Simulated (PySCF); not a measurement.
# How the method changes the shape and vibrations of H3NOSi2

All numbers below are calculated, not measured. The program is PySCF 2.14.0, an open-source quantum chemistry code, run on an isolated molecule that a program drew, which may never have been made. The molecule is H3NOSi2 (charge 0, singlet), drawn as the SMILES string `O[SiH]=N[SiH]`.

The geometry was optimised and harmonic frequencies were computed with HF and MP2, all in the cc-pV(D+d)Z basis, for the commonest isotopes, with a restricted reference for singlets and an unrestricted one otherwise, and a frozen core in MP2. Each result is a local minimum of its method.

Geometry at the HF minimum:
```xyz
7
H3NOSi2, angstrom
O    -0.7751   -0.7391   -1.3540
Si   -0.5165    0.7869   -0.8861
N     0.3320    1.2177    0.3389
Si    1.4399    1.5819    1.5560
H    -1.3104   -0.9204   -2.1129
H    -1.2086    1.7043   -1.7938
H     0.4799    1.6379    2.7493
```

Lengths of the bonds as drawn, in Å (atoms numbered as above):
```
bond,HF,MP2
O1-Si2,1.617,1.646
Si2-N3,1.551,1.587
N3-Si4,1.686,1.709
O1-H5,0.946,0.968
Si2-H6,1.464,1.472
Si4-H7,1.533,1.533
```

Rotational constants, in GHz:
| constant | HF | MP2 |
|---|---|---|
| A | 24.42 | 23.1 |
| B | 1.97 | 1.919 |
| C | 1.853 | 1.801 |

Harmonic frequencies in cm^-1, each column in rising order, so a row needn't be the same motion in every method:
```
rank    HF   MP2
   1    88    73
   2   169   145
   3   260   280
   4   358   316
   5   371   332
   6   604   520
   7   628   558
   8   820   799
   9   927   862
  10   939   875
  11  1036   981
  12  1476     ?
  13  2033  2026
  14  2403  2336
  15  4167  3871
```

**Estimate the missing MP2 frequency from the HF column.**

A single factor s that minimises the squared misfit of MP2 against s times HF over the other rows is sum(HF x MP2) / sum(HF^2) = 0.9458, with an rms misfit of 44 cm^-1. For rank 12 it gives 0.9458 x 1476 = 1396 cm^-1. The calculation gives 1354 cm^-1, 42 cm^-1 below the estimate. The drawn bonds are on average 1.4 % longer in MP2 than in HF.
